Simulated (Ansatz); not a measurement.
Correlation energies of C4H14N2O2Si, SMILES `CN(C)[Si](O)(O)N(C)C` by basis set

```xyz
23

C    -1.669   -1.324    0.145
N    -1.386    0.090    0.179
C    -2.446    0.878    0.755
Si    0.018    0.703   -0.563
O     0.000    2.288   -0.105
O     0.076    0.600   -2.209
N     1.383   -0.199   -0.091
C     2.453   -0.624   -0.958
C     1.622   -0.482    1.302
H    -1.855   -1.715    1.155
H    -2.556   -1.550   -0.464
H    -0.824   -1.873   -0.275
H    -2.170    1.930    0.777
H    -2.656    0.558    1.785
H    -3.383    0.776    0.187
H     0.732    2.817   -0.424
H    -0.630    1.050   -2.674
H     2.209   -0.408   -1.997
H     3.400   -0.122   -0.712
H     2.626   -1.705   -0.866
H     2.517    0.034    1.678
H     1.769   -1.559    1.468
H     0.771   -0.165    1.908
```

Total charge 0; spin multiplicity 1. Geometry: relaxed with PBE0-D4/def2-TZVP. It is one conformer, not always the lowest. Frozen core, restricted reference, the Gaussian-basis code of Ansatz. CBS rows extrapolate triple and quadruple zeta; past MP2 they add the triple-zeta difference.

```csv
basis,HF (Eh),MP2 corr.,CCSD corr.,(T),CCSD(T) total
def2-SVP,-706.91372,-1.37676,-1.46412,-0.03920,-708.41704
def2-TZVPP,?,-1.72545,?,-0.06912,?
def2-QZVPP,-707.55027,?,–,–,–
CBS(def2),-707.55439,?,-2.00331,as TZ,?
```

Problem. Fill in the withheld values. (Estimate.)

Solution. Ansatz gave: def2-TZVPP HF (Eh): -707.52036; def2-TZVPP CCSD corr.: -1.79003; def2-TZVPP CCSD(T) total: -709.37951; def2-QZVPP MP2 corr.: -1.84798; CBS(def2) MP2 corr.: -1.93874; CBS(def2) CCSD(T) total: -709.62682.
